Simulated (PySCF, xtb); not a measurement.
VO₂Cl, SMILES [O]=[V](=[O])[Cl], multiplicity 1.

Harmonic wavenumbers (cm⁻¹) from GFN2-xTB run with xtb at its own minimum, in rising order: 225, 238, 327, 411, 932, 1009.

### Question
What does PBE0-D3(BJ)/def2-SVP run with PySCF give at its own minimum? (Estimate from the structure and the level; the computed values follow.)

### Answer
140, 193, 365, 506, 1140, 1152. Paired by order, the mean absolute difference is 102 cm⁻¹ and the zero-point energies are 4.5 and 5.0 kcal/mol.
